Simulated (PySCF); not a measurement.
**Unknown compound**

An unknown has the formula C$_{4}$H$_{5}$Cl$_{3}$. Its calculated NMR data are:

1H NMR (600 MHz, computed): δ 6.12 (br s, 1H), 5.49 (br s, 1H), 2.32 (s, 3H).

13C{1H} NMR (computed): δ 153.9 (C), 124.7 (CH2), 122.9 (C), 22.0 (CH3).

Theoretical values (PySCF 2.14): coordinates at the GFN2-xTB level, σ from GIAO-PBE0/pcSseg-1. Gas phase, non-relativistic Hamiltonian, a single conformation, rapidly exchanging positions averaged.

Chemical shifts δ = σref − σ; TMS for 1H (σref 31.72), 13C (σref 186.93), all at this level.

Q: Propose a structure and justify it.

A: 
1. Rings plus π bonds: 1 (no ring in the answer).
2. 4 carbon signals for 4 carbons: no two carbons are equivalent.
3. Carbon types of the structure: 2 × C, 1 × CH2, 1 × CH3, which accounts for all hydrogens.
4. δC 153.9: fully substituted alkene carbon; an sp2 carbon of a C=C bond.
5. δC 124.7: terminal =CH2 carbon; as expected for a trigonal carbon in a double bond.
6. δC 122.9: allylic fully substituted sp3 carbon bonded to 3 Cl; 3 electronegative neighbours deshield it.
7. δC 22.0: allylic methyl carbon; aliphatic region, no heteroatom directly attached.
8. δH 6.12, 5.49: hydrogen on a terminal =CH2 carbon; attached to an sp2 carbon and in the plane of the double bond.
9. δH 2.32: hydrogen on an allylic methyl carbon; allylic position.

Structure: SMILES C=C(C)C(Cl)(Cl)Cl.

The shifts were computed for this structure.

Carbons that carry Cl, above all several Cl atoms, come out too deshielded, partly because spin–orbit coupling is missing. Shifts are as computed. Against solution values, carbons near 30 ppm lie about +3 ppm off and those near 130 ppm about +5 ppm; carbons on Cl a further +6 ppm. Of 1211 compounds with measured shifts, 218 miss one by over three times the rms of a fit or turn the order of signals round; such compounds aren't used in these exercises. No couplings were computed; multiplicities are counted from neighbouring protons, with m where these are inequivalent, close in shift, in a saturated or five-membered ring or joined by F or P, and br s for small geminal =CH2 splittings.
